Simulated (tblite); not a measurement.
Start geometry of `F/C=C\O[SiH2]CC[SiH3]` from a force field or distance geometry (Å):
```
atom  x, y, z in Å
F1    -2.6820   -0.2187   -1.8657
C2    -3.0466    0.7475   -0.9823
C3    -2.4971    0.7713    0.2593
O4    -1.5927   -0.1038    0.7149
Si5   -0.8496   -1.4457   -0.0068
C6     0.9080   -0.9750   -0.4696
C7     1.2270    0.2364    0.4017
Si8    2.9560    0.8947    0.1338
H9    -3.7585    1.5027   -1.2307
H10   -2.8348    1.5772    0.9421
H11   -1.5607   -2.0686   -1.1199
H12   -0.6991   -2.4736    1.0588
H13    0.9806   -0.6838   -1.5262
H14    1.6170   -1.8185   -0.2937
H15    0.4329    0.9839    0.1785
H16    1.1504   -0.1215    1.4668
H17    3.9621   -0.1774    0.3541
H18    3.1709    1.8844    1.1867
H19    3.1066    1.4979   -1.1942
```

Problem. What comes out of this run: GFN2-xTB geometry optimisation, gas phase (tblite 0.8.0)?

Solution. 
```
atom  x, y, z in Å
F1    -1.927    0.242   -2.009
C2    -2.646    0.894   -1.069
C3    -2.642    0.527    0.204
O4    -1.980   -0.488    0.757
Si5   -0.930   -1.611    0.172
C6     0.715   -0.845   -0.405
C7     1.247    0.226    0.552
Si8    2.929    0.918    0.001
H9    -3.205    1.723   -1.469
H10   -3.242    1.090    0.909
H11   -1.540   -2.385   -0.908
H12   -0.786   -2.352    1.421
H13    0.604   -0.411   -1.400
H14    1.457   -1.639   -0.503
H15    0.517    1.035    0.625
H16    1.333   -0.196    1.556
H17    3.914   -0.167   -0.015
H18    3.362    1.963    0.932
H19    2.810    1.486   -1.344
```

The energy falls by 54.4 kJ/mol over 123 L-BFGS steps, the largest force on an atom goes from 2.31 to 0.009 eV/Å, and the atoms move by 0.435 Å rms after alignment. The bond that changes most is O4–Si5 (silyl ether oxygen to oxygen-bound silicon), which shortens by 0.050 Å. Bonds longer at the end by more than 0.005 Å: 4 of 18; shorter: 11. Among the angles that change most is O4–Si5–H12, from 106.6° to 96.0°. Among the dihedrals that turn most is C3–O4–Si5–C6, from 104° to 66°. Rotational constants go from 2467, 625.3, 590.3 to 2080, 687.0, 614.2 MHz. The orientation of the end geometry is arbitrary; only internal coordinates are fixed.

Its GFN2-xTB frequencies are all real (lowest 27 cm⁻¹). One conformer, not necessarily the lowest. 3 starts were optimised and ended at 0.00, 1.68 and 2.35 kcal/mol (GFN2-xTB); the lowest of these is shown.

These are computed values.
